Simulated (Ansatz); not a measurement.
C₅H₁₁O₃ (SMILES COCCOCC[O]), doublet, at a GFN2-xTB geometry; CCSD(T)/STO-3G run with Ansatz (a program for electronic structure).

Here is a job for Ansatz.
Ansatz 0.2 input:
```yaml
crystal:
  periodic: [false, false, false]
  atoms:
    - {symbol: C, position_ang: [-3.40177845, 0.90672999, -0.37893972]}
    - {symbol: O, position_ang: [-2.12115153, 0.59172966, 0.10534485]}
    - {symbol: C, position_ang: [-1.78222557, -0.76143086, -0.06980004]}
    - {symbol: C, position_ang: [-0.33836241, -0.96057827, 0.37538620]}
    - {symbol: O, position_ang: [0.52102439, -0.61830595, -0.68747809]}
    - {symbol: C, position_ang: [1.86416185, -0.60137980, -0.38302005]}
    - {symbol: C, position_ang: [2.31515922, 0.76383615, 0.33657603]}
    - {symbol: O, position_ang: [3.55481704, 0.69515998, 0.71951132]}
    - {symbol: H, position_ang: [-4.17595493, 0.32714022, 0.13946038]}
    - {symbol: H, position_ang: [-3.47866538, 0.71360167, -1.45561399]}
    - {symbol: H, position_ang: [-3.55256777, 1.96670747, -0.18796497]}
    - {symbol: H, position_ang: [-2.44909425, -1.40112506, 0.52971107]}
    - {symbol: H, position_ang: [-1.87391914, -1.05043051, -1.12668542]}
    - {symbol: H, position_ang: [-0.16562595, -2.00378920, 0.67605209]}
    - {symbol: H, position_ang: [-0.15060637, -0.30825395, 1.24119231]}
    - {symbol: H, position_ang: [2.41397724, -0.63595951, -1.32511826]}
    - {symbol: H, position_ang: [2.17052871, -1.42648804, 0.27032640]}
    - {symbol: H, position_ang: [2.06991292, 1.60052107, -0.34616327]}
    - {symbol: H, position_ang: [1.61276782, 0.78634306, 1.20456465]}
basis:
  gaussian:
    orbitals: STO-3G
magnetization: {spin_polarized: true, initial_magnetization: 1}
correlation: {method: ccsd_t}
```

Output, abridged:

```
Functional definition: HF
741 factors; integrals over basis functions are off by at most 3.9e-5 eV
mean field evaluation 1: about -11279.4381 eV, gradient 3.1e1 eV
mean field evaluation 2: about -11280.0078 eV, gradient 3.1e1 eV
mean field evaluation 4: about -11289.6769 eV, gradient 5.9e0 eV
mean field evaluation 8: about -11290.3599 eV, gradient 2.8e-1 eV
mean field evaluation 16: about -11289.6771 eV, gradient 5.9e0 eV
mean field evaluation 32: about -11290.3408 eV, gradient 3.0e-1 eV
mean field evaluation 64: about -11290.2795 eV, gradient 4.6e-2 eV
mean field evaluation 96: about -11290.2777 eV, gradient 4.5e-4 eV
mean field -11290.36992134 eV, -414.9134417216 hartree, gradient 1.3e-7 eV, S^2 0.757773; 7 other end points of the search recorded, 0 dependent functions left out
determinant -11290.36992134 eV, -414.9134417216 hartree, with singles and doubles -11302.40288969 eV, -415.3556451524 hartree
determinant -11290.27767589 eV, -414.9100517638 hartree, with singles and doubles -11302.27570378 eV, -415.3509711562 hartree
determinant -11290.36992134 eV, -414.9134417216 hartree, with singles and doubles -11302.40356065 eV, -415.3556698095 hartree
determinant -11290.27767589 eV, -414.9100517638 hartree, with singles and doubles -11302.27346841 eV, -415.3508890081 hartree
8 core orbitals not correlated
reference -11290.36992134 eV, -414.9134417216 hartree; 25, 24 occupied and 18, 19 virtual orbitals, 741 factors
second order -9.14204711 eV of doubles, -0.00000000 eV of singles
cycle   1  -12.03363929 eV  change    2.0e-8 eV  update   2.7e-6
perturbative correction -0.14242380 eV, -0.0052339780 hartree
Total energy: -11302.54598442 eV, -415.3609037867 hartree
```
